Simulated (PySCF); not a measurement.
CuF, charge +1, doublet, at a GFN2-xTB geometry (such geometries of metal compounds can be far from the true shape) (the multiplicity is a formal guess); M06L/6-31G** run with PySCF.

The PySCF input:
```python
from pyscf import gto, scf, dft

mol = gto.M(
    atom='''
Cu   -0.00000000   -0.00000000   -0.40706850
F     0.00000000    0.00000000    1.31166518
''',
    basis='6-31g**',
    charge=1,
    spin=1,
    verbose=4,
)

mf = dft.UKS(mol)
mf.xc = 'm06l'
mf.grids.atom_grid = (30, 110)
mf.kernel()
mf.analyze()
```

### Question
Predict the main parts of the log of this PySCF run.

### Answer

```
PySCF version 2.14.0

[INPUT] verbose = 4
[INPUT] num. atoms = 2
[INPUT] num. electrons = 37
[INPUT] charge = 1
[INPUT] spin (= nelec alpha-beta = 2S) = 1
[INPUT] symmetry False subgroup None
[INPUT] Mole.unit = angstrom
[INPUT] Symbol           X                Y                Z      unit          X                Y                Z       unit  Magmom
[...]
nuclear repulsion = 80.3587278571977
number of shells = 18
number of NR pGTOs = 124
number of NR cGTOs = 48
basis = 6-31g**
ecp = {}

******** <class 'pyscf.dft.uks.UKS'> ********
method = UKS
initial guess = minao
damping factor = 0
level_shift factor = 0
DIIS = <class 'pyscf.scf.diis.CDIIS'>
diis_start_cycle = 1
diis_space = 8
diis_damp = 0
SCF conv_tol = 1e-09
SCF conv_tol_grad = None
SCF max_cycles = 50
direct_scf = True
direct_scf_tol = 1e-13
number electrons alpha = 19  beta = 18
XC library pyscf.dft.libxc version 7.1.2
    S. Lehtola, C. Steigemann, M. J. T. Oliveira, and M. A. L. Marques,  SoftwareX 7, 1–5 (2018)
XC functionals = m06l
    Y. Zhao and D. G. Truhlar,  J. Chem. Phys. 125, 194101 (2006)
    Y. Zhao and D. G. Truhlar,  J. Chem. Phys. 125, 194101 (2006)
    Y. Zhao and D. G. Truhlar,  Theor. Chem. Acc. 120, 215 (2008)
radial grids:
    Treutler-Ahlrichs [JCP 102, 346 (1995); DOI:10.1063/1.469408] (M4) radial grids

becke partition: Becke, JCP 88, 2547 (1988); DOI:10.1063/1.454033
pruning grids: <function nwchem_prune>
grids dens level: 3
symmetrized grids: False
atomic radii adjust function: <function treutler_atomic_radii_adjust>
User specified grid scheme (30, 110)
small_rho_cutoff = 0
Set gradient conv threshold to 3.16228e-05
tot grids = 4888
init E= -1739.56440508057

cycle= 1 E= -1737.26970803499  delta_E= 2.29  |g|= 2.46  |ddm|=  1.6

cycle= 2 E= -1726.2604045961  delta_E=   11  |g|= 4.78  |ddm|=  4.1
cycle= 3 E= -1738.70942856021  delta_E= -12.4  |g|= 1.69  |ddm|= 3.72
cycle= 4 E= -1739.07707001699  delta_E= -0.368  |g|=  1.4  |ddm|= 1.42
cycle= 5 E= -1739.13155300385  delta_E= -0.0545  |g|= 1.15  |ddm|= 0.338
cycle= 6 E= -1739.40069879268  delta_E= -0.269  |g|= 0.845  |ddm|= 0.317
cycle= 7 E= -1739.61206771437  delta_E= -0.211  |g|= 0.45  |ddm|= 1.09
cycle= 8 E= -1739.67837492641  delta_E= -0.0663  |g|= 0.211  |ddm|= 0.269
cycle= 9 E= -1739.69608552419  delta_E= -0.0177  |g|= 0.0146  |ddm|= 0.195
cycle= 10 E= -1739.69623311993  delta_E= -0.000148  |g|= 0.0153  |ddm|= 0.0305
cycle= 11 E= -1739.69629973642  delta_E= -6.66e-05  |g|= 0.00515  |ddm|= 0.00886
cycle= 12 E= -1739.69630614362  delta_E= -6.41e-06  |g|= 0.00329  |ddm|= 0.00613
cycle= 13 E= -1739.69630985707  delta_E= -3.71e-06  |g|= 0.000367  |ddm|= 0.00295
cycle= 14 E= -1739.69630992946  delta_E= -7.24e-08  |g|= 0.000126  |ddm|= 0.000676
cycle= 15 E= -1739.69630993533  delta_E= -5.88e-09  |g|= 2.02e-05  |ddm|= 0.000171
cycle= 16 E= -1739.69630993552  delta_E= -1.85e-10  |g|= 6.25e-06  |ddm|= 2.41e-05
Extra cycle  E= -1739.69630993542  delta_E= 9.82e-11  |g|= 1.72e-05  |ddm|= 1.47e-05
converged SCF energy = -1739.69630993542  <S^2> = 0.75220243  2S+1 = 2.0022012
**** SCF Summaries ****
Total Energy =                       -1739.696309935419777
Nuclear Repulsion Energy =              80.358727857197749
One-electron Energy =                -2573.986223813308243
Two-electron Energy =                  753.931186020690689
Two-electron Coulomb Energy =          831.455365814096126
DFT Exchange-Correlation Energy =      -77.524179793405409
**** MO energy ****
                             alpha | beta                alpha | beta
[...]
To work with the spin densities directly, `use mulliken_meta_spin()` only printing them here.

 ** Mulliken spin pop alpha/beta on meta-lowdin orthogonal AOs **
 ** Mulliken Spin Density (per AO)  **
spin_pop of  0 Cu 1s        0.00000
spin_pop of  0 Cu 2s        0.00000
spin_pop of  0 Cu 3s       -0.00001
spin_pop of  0 Cu 4s        0.05201
spin_pop of  0 Cu 5s        0.00585
spin_pop of  0 Cu 2px      -0.00000
spin_pop of  0 Cu 2py      -0.00000
spin_pop of  0 Cu 2pz      -0.00000
spin_pop of  0 Cu 3px       0.00000
spin_pop of  0 Cu 3py       0.00000
spin_pop of  0 Cu 3pz       0.00005
spin_pop of  0 Cu 4px      -0.00396
spin_pop of  0 Cu 4py      -0.00396
spin_pop of  0 Cu 4pz       0.00504
spin_pop of  0 Cu 5px      -0.00011
spin_pop of  0 Cu 5py      -0.00011
spin_pop of  0 Cu 5pz       0.00000
spin_pop of  0 Cu 3dxy     -0.00007
spin_pop of  0 Cu 3dyz      0.00043
spin_pop of  0 Cu 3dz^2     0.65309
spin_pop of  0 Cu 3dxz      0.00043
spin_pop of  0 Cu 3dx2-y2   -0.00005
spin_pop of  0 Cu 4dxy      0.00008
spin_pop of  0 Cu 4dyz      0.00034
spin_pop of  0 Cu 4dz^2     0.00109
spin_pop of  0 Cu 4dxz      0.00034
spin_pop of  0 Cu 4dx2-y2    0.00006
spin_pop of  0 Cu 4f-3     -0.00000
spin_pop of  0 Cu 4f-2     -0.00001
spin_pop of  0 Cu 4f-1     -0.00001
spin_pop of  0 Cu 4f+0     -0.00001
spin_pop of  0 Cu 4f+1     -0.00001
spin_pop of  0 Cu 4f+2     -0.00001
spin_pop of  0 Cu 4f+3     -0.00000
spin_pop of  1 F 1s       -0.00000
spin_pop of  1 F 2s        0.00039
spin_pop of  1 F 3s       -0.00007
spin_pop of  1 F 2px       0.00353
spin_pop of  1 F 2py       0.00353
spin_pop of  1 F 2pz       0.28129
spin_pop of  1 F 3px      -0.00017
spin_pop of  1 F 3py      -0.00017
spin_pop of  1 F 3pz       0.00063
spin_pop of  1 F 3dxy     -0.00000
spin_pop of  1 F 3dyz     -0.00005
spin_pop of  1 F 3dz^2     0.00064
spin_pop of  1 F 3dxz     -0.00005
spin_pop of  1 F 3dx2-y2   -0.00000
 ** Mulliken Spin Density (per atom)  **
spin density of  0 Cu =      0.71050
spin density of  1 F =      0.28950
 ** Mulliken pop alpha/beta on meta-lowdin orthogonal AOs **
 ** Mulliken pop       alpha | beta **
In total            19.00000 | 18.00000
 ** Mulliken atomic charges   ( Nelec_alpha | Nelec_beta ) **
charge of  0Cu =      1.47786  (    14.11632     13.40582 )
charge of  1F =     -0.47786  (     4.88368      4.59418 )

WARN: System has nonzero charge 1; the dipole moment is origin-dependent.
Location of origin: [0. 0. 0.]

Dipole moment(X, Y, Z, Debye):  0.00000,  0.00000, -5.44957
```
